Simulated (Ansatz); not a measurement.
C2H7OSb can be A, `C[CH2][SbH][OH]`, or B, `[CH3][SbH][CH2]O`.

Isolated molecules relaxed with PBE0-D4/def2-TZVP in Ansatz; ΔE leaves out vibrations. CCSD(T)/CBS adds triple-zeta CCSD(T) − MP2 to the extrapolated MP2 energy (def2 sets, frozen cores). DFT in def2-TZVPP. def2 core potentials past Kr. For Sb outer-core shells are correlated without core-valence functions, which leaves a few kJ/mol of doubt a bond. Each species was taken in one conformer, which may not be the lowest.

A:

```xyz
11

C    -1.081   -1.273   -0.082
C    -0.543    0.077    0.361
Sb    0.884    0.911   -1.021
O     1.788    1.977    0.378
H    -0.281   -2.012   -0.173
H    -1.808   -1.664    0.635
H    -1.587   -1.215   -1.050
H    -0.015    0.015    1.315
H    -1.345    0.809    0.474
H     1.923   -0.451   -0.861
H     2.065    2.825    0.025
```

B:

```xyz
11

C    -1.517   -0.603   -0.034
Sb   -0.368    0.803   -1.210
C     1.387    0.588    0.092
O     1.086    0.976    1.413
H    -0.920   -1.479    0.225
H    -1.866   -0.107    0.873
H    -2.389   -0.923   -0.603
H     0.170   -0.395   -2.316
H     1.756   -0.441    0.035
H     2.171    1.255   -0.266
H     0.489    0.326    1.792
```

Task: Which is lower in electronic energy at CCSD(T)/CBS, and by how much? (Best estimate.)

Result: The calculation gave: A, by 87.7 kJ/mol.

Task: Give E(B) − E(A) in kJ/mol with HF/def2-TZVPP, r2SCAN-D4, B2PLYP, CCSD/def2-TZVPP, PBE0-D4, CCSD(T)/def2-TZVPP, ωB97M-V. (Best estimate.)

Result: Computed: HF/def2-TZVPP 88.1, r2SCAN-D4 84.3, B2PLYP 87.0, CCSD/def2-TZVPP 83.6, PBE0-D4 80.2, CCSD(T)/def2-TZVPP 82.7, ωB97M-V 84.2. None reverses the order clearly.

Largest T1 diagnostic: 0.013.
